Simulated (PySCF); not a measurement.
Gas-phase reaction: GaH3 + 3 C3H4 (cyclic) = Ga(CH3)3 + 3 C2H2 (acetylene). Level: PBE0/def2-TZVP; standard pressure 1 bar.

Computed with PySCF and rigid-rotor harmonic-oscillator thermochemistry at 1 bar. All species are closed-shell singlets. Ga: all electrons, no relativistic terms. Methyl groups turn as free rotors in Ga(CH3)3. GaH3: computed as isolated molecules; such fragments, hydroxides, amides, oligomers or adducts are transient or little studied in the gas. The harmonic model lacks anharmonicity and excited electronic states, which grow with temperature; levels with a mode under 35 cm⁻¹ are left out.

```tsv
T (K)	1000/T (1/K)	log10 K
1200	0.8333	11.49
1400	0.7143	10.12
1600	0.6250	?
1800	0.5556	8.26
2000	0.5000	7.61
2500	0.4000	6.43
```

### Question
Fit log10 K = a + b·(1000/T) to the five rows, get the mean ΔH° and ΔS°, and predict log10 K at 1600 K.

### Answer
Means: 1000/T = 0.6006, log10 K = 8.782. Sums of products about the means: Sxy = 1.39549, Sxx = 0.119463, so b = Sxy/Sxx = 11.68 and a = 8.782 − (11.68)×0.6006 = 1.77.
ΔH° = −R ln 10 × 1000 K × b = −19.145 × (11.68) = -224 kJ; ΔS° = R ln 10 × a = 34 J/K. The run's own values go from -221 kJ and 36 J/K at 1200 K to -227 kJ and 32 J/K at 2500 K.
Prediction at 1600 K: 1.77 + (11.68)×0.6250 = 9.07. The computed value is 9.08, 0.01 from the line.
For scale, ΔH°(298 K) is -232 kJ at this level, -285 kJ at ωB97M-V/def2-TZVP†, and runs from -336 to -177 kJ over the 18 levels computed († marks an energy on the PBE0/def2-TZVP geometry).
